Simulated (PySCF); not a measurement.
**Working out the ionisation energy of Ga**

Ga [Ar] 3d10 4s2 4p1 (2P) → Ga⁺ [Ar] 3d10 4s2 (1S). Calculation: PySCF 2.14, in cc-pVDZ-DK (5s4p2d, 27 functions); scalar relativity by spin-free X2C-1e. Frozen: [Ar] 3d10. Energies in hartree (1 hartree = 27.21139 eV):

```csv
part,Ga (lower),Ga⁺ (upper)
UHF,-1942.084067,-1941.881678
CCSD correlation,-0.042979,-0.035620
(T),-0.000473,0.000000
```

Problem. What does Hartree-Fock give?

Solution. (-1941.881678) − (-1942.084067) = 0.202389 hartree = 5.507 eV.

Problem. What do CCSD and CCSD(T) give?

Solution. The CCSD correlation energies differ by 0.007359 hartree = 0.200 eV and the triples by 0.000473 hartree = 0.013 eV, so CCSD gives 5.707 eV and CCSD(T) 5.720 eV.

Measured between the centres of the two terms (NIST): 5.931 eV, so CCSD(T) (valence) is off by -0.211 eV.

A double-zeta basis recovers only part of the correlation energy.

What remains against the reference includes basis incompleteness, the frozen core and higher excitations.
